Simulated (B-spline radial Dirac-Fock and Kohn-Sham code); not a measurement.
## Dipole and non-dipole photoemission parameters of B 2p3/2

System: atomic boron, configuration [He] 2s2 2p1; threshold 6.10 eV (orbital energy of the model). Model: Dirac-Hartree-Slater photoionisation with a Latter tail; cross sections with all multipoles, angular parameters from the dipole term and its interference with E2. Program: a radial B-spline solver.

```csv
hν (eV),σ (kb),β,γ,δ
60,82.9,1.471,0.106,0.008
67.1,60.1,1.445,0.117,0.008
80,35.7,1.394,0.136,0.010
87.8,27.0,1.361,0.145,0.011
99.9,18.2,1.308,0.156,0.012
100,18.1,1.308,0.156,0.012
150,5.03,1.105,0.179,0.019
200,2.02,0.958,0.189,0.025
300,0.554,0.773,0.216,0.037
539,0.0746,0.540,0.275,0.061
552,?,?,?,?
651,0.0379,0.474,0.298,0.071
794,0.0182,0.405,0.323,0.083
800,0.0177,0.403,0.324,0.083
866,0.0131,0.375,0.334,0.089
1060,0.00604,0.307,0.355,0.102
1320,0.00257,0.237,0.376,0.120
1910,0.000597,0.142,0.401,0.152
1940,0.000561,0.140,0.402,0.154
2330,0.000271,0.113,0.419,0.173
2984.4,0.000101,0.096,0.457,0.199
3410,5.93e-05,0.090,0.488,0.214
3590,4.82e-05,0.088,0.501,0.221
4960,1.29e-05,0.066,0.593,0.264
5580,7.94e-06,0.056,0.624,0.282
5590,7.88e-06,0.056,0.624,0.282
5730,7.11e-06,0.053,0.631,0.286
6450,4.35e-06,0.042,0.661,0.306
8260,1.55e-06,0.022,0.724,0.350
12200,2.99e-07,-0.009,0.839,0.431
```

Question: Give the values at 552 eV.

Answer: σ = 0.0686 kb, β = 0.531, γ = 0.278, δ = 0.062.

Values without a named source are computed, but for edge energies of neutral atoms, which are taken from tables.
